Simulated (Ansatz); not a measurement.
Molecule: C3H8BS, charge 0, multiplicity 2. It need not be the lowest isomer of its formula. 
Structure (B3LYP-D3(BJ)/def2-TZVP (Ansatz, an electronic-structure program) minimum search):
```xyz
13

C      1.9351    -0.8214    -0.1818
S      0.9797     0.5408     0.1978
B     -0.7592     0.0786    -0.0025
C     -1.1861    -1.3612    -0.4535
C     -1.7945     1.2149     0.3059
H      1.5003    -1.7613    -0.4816
H      3.0063    -0.7143    -0.1122
H     -0.8176    -2.1218     0.2426
H     -0.7596    -1.6152    -1.4294
H     -2.2695    -1.4704    -0.5241
H     -2.4808     0.8845     1.0939
H     -1.3624     2.1690     0.6099
H     -2.4230     1.3900    -0.5747
```
Charge 0, spin multiplicity 2.

Parts of the frozen-core correlation energy in STO-3G (Ansatz, hartree). Frozen orbitals: 9; correlated occupied orbitals by spin: 15 and 14; virtual: 13 and 14. UHF or UKS for open shells. No spin-orbit coupling. No relativistic terms.

```json
[
 {"term": "reference (HF)", "value": "-534.42904"},
 {"term": "MP2 opposite-spin", "value": "-0.17620"},
 {"term": "MP2 same-spin", "value": "-0.02495"},
 {"term": "CCSD correlation", "value": "-0.26948"},
 {"term": "(T)", "value": "-0.00375"},
 {"term": "T1 diagnostic", "value": "0.019"},
 {"term": "largest doubles amplitude", "value": "0.051"},
 {"term": "<S^2> of the reference", "value": "0.768"}
]
```
